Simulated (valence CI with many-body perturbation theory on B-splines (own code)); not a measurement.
## Which ion has this spectrum?

A relativistic CI+MBPT calculation for an atom or ion with 7 electrons gives these levels (× 10³ cm⁻¹):

```tsv
J	Parity	E	g
3/2	odd	0.00	1.34
3/2	odd	4569.1	1.44
5/2	odd	4743.7	1.17
1/2	odd	5050.8	0.63
5/2	even	6657.6	1.47
1/2	even	7313.6	2.05
3/2	even	7325.7	1.19
3/2	odd	9631.2	1.29
3/2	even	11406	1.58
5/2	even	11697	1.28
1/2	even	12067	1.39
3/2	even	12150	1.03
3/2	odd	14457	1.31
1/2	even	16773	1.82
```

The energies are calculated, and their last digits are not significant.

Q: Which is it?
A. Ce51+
B. Pm54+
C. Nd53+
D. Gd57+

A: B. Pm54+, ground level (2s^2 2p1/2^2 2p3/2) J=3/2.
